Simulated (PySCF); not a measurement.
Zn(NH2)(SeH) (H₃NSeZn), SMILES [NH2][Zn][SeH]. Geometry: PBE-D3(BJ)/def2-SVP. The structure was generated by enumeration; whether it is a known compound was not checked. One conformer was computed; it need not be the lowest.

Computed equilibrium geometry at PBE-D3(BJ)/def2-SVP (PySCF confirms it by a frequency run) as Cartesian coordinates in Å, and its point group (one conformer of several):
point group Cs.
```xyz
6

Zn    -0.0247    -0.8506     0.0000
N      0.1425    -2.6771     0.0000
H     -0.2730    -3.1366    -0.8214
H     -0.2730    -3.1366     0.8214
Se     0.0507     1.4420     0.0000
H     -1.4349     1.5049     0.0000
```
